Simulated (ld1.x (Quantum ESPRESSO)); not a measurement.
**What one change does to a pseudopotential (Ge, TM)**

germanium, norm-conserving Troullier–Martins (Kleinman–Bylander form), made with ld1.x (Quantum ESPRESSO) 7.5 (LDA (PZ), scalar-relativistic). Core [Ar], reference 3d10 4s2 4p1.75 (charge +0.25). Waves: 4s (bound): rc 1.20 bohr; 4p (bound): rc 2.35 bohr; 3d (bound): rc 0.95 bohr. Local part: all-electron potential smoothed inside 1.70 bohr (lloc = -1). Core correction: none.

Change: local potential all-electron potential smoothed inside 1.16 bohr (lloc = -1).

Cutoffs: the cutoffs (Ry, on a coarse ladder) from which the occupation-weighted sum of valence levels, in a spherical-Bessel basis at the reference potential, stays within 10 and 1 mRy of its value at 400 Ry; they do not see the model core or the augmentation charge, which bear on the density cutoff. Errors are all-electron minus pseudo energies relative to the spin-unpolarised reference configuration.

Question: Predict the effect on cutoff, ghosts and configuration errors.

Answer: A bound ghost appears in s, which as a rule spoils a file; the number of tests with a reliable result goes from 8 to 9; of the 8 tests that both files solve, the error grows in 3 and shrinks in 3 by more than 15 % and 0.3 meV (median size 3.4 → 5.2 meV); the range in which the d phases agree widens (upper end 0.4 → at the end of the scan). In the separable form a ghost depends on how the local part lies against the semilocal potential of the channel, so the choice of the local part can create or remove one.

| quantity | base | changed |
| --- | --- | --- |
| cutoff, loose | 260 Ry | 260 Ry |
| cutoff, tight | over 300 Ry | over 300 Ry |
| bound ghosts | none | s |
| tests with a reliable result | 8 of 9 | 9 of 9 |
| error for 3d10 4s2 4p2, meV [ΔE -1.22 eV] | +0.2 | +0.2 |
| error for 3d10 4s2 4p1, meV [ΔE 6.41 eV] | -0.1 | -1.8 |
| error for 3d10 4s2 4p0, meV [ΔE 22.13 eV] | +0.1 | -20 |
| error for 3d10 4s1 4p2, meV [ΔE 15.19 eV] | +9.2 | +5.4 |
| error for 3d10 4s2 4p2.3, meV [ΔE -2.15 eV] | +0.6 | +0.4 |
| error for 3d9 4s2 4p2, meV [ΔE 37.72 eV] | -85 | -597 |
| error for 3d10 4s2 4p1.75 (spin-polarised), meV [ΔE -0.46 eV] | +6.3 | +5.0 |
| error for 3d10 4s2 4p2 (spin-polarised), meV [ΔE -1.79 eV] | +7.5 | +6.1 |
| s: phases at 2.56 bohr within 0.05 rad from the reference energy up to (Ry; the scan ends near 5) | 0.9 | n/a |
| p: phases at 2.56 bohr within 0.05 rad from the reference energy up to (Ry; the scan ends near 5) | 2.4 | 1.9 |
| d: phases at 2.56 bohr within 0.05 rad from the reference energy up to (Ry; the scan ends near 5) | 0.4 | to the end of the scan |

 A true bound ghost makes a file unfit for plane-wave use even where its test errors are small: the radial tests pick states by their node count and pass the ghost by.
